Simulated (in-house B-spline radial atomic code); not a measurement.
# Ionising the rhenium ion Re⁴⁺ with different functionals

Computed with a radial B-spline atomic code at the basis-set limit: four-component Dirac-Coulomb Hamiltonian, Fermi nucleus of rms radius 5.3698 fm, spin-restricted, spherical fractional occupations for the functionals, and exact exchange of hybrids averaged over the configuration. The ionisation energy is the difference of two self-consistent energies, [Xe] 4f14 5d3 → [Xe] 4f14 5d2, without Breit or QED terms; ε is the level of the shell that loses the electron (mean over j). The electron is taken from both j subshells in proportion to 2j + 1, so the result is a j average, not the step between ground levels.

| method | rung | ΔSCF (eV) | -ε(5d) (eV) |
| --- | --- | --- | --- |
| BHandHLYP | global hybrid | 52.53 | 49.42 |
| B3LYP | global hybrid | 52.71 | 47.39 |
| CAM-B3LYP | range-separated hybrid | 52.69 | 49.24 |
| wB97X | range-separated hybrid | 52.31 | 50.06 |

Question: Among the functionals, which spreads more, the ΔSCF values or the orbital energies?

Answer: The orbital energies: ΔSCF values span about 0.40 eV and the orbital energies 2.67 eV; here energy differences depend much less on the functional than eigenvalues do.

Question: How do they compare with the NIST value?

Answer: NIST lists 52 eV ± 1.9 (tabulated theory, ground level to ground level). Errors run from +0.41 to +0.81 eV; all lie within about twice that uncertainty, so the table can't rank the methods.
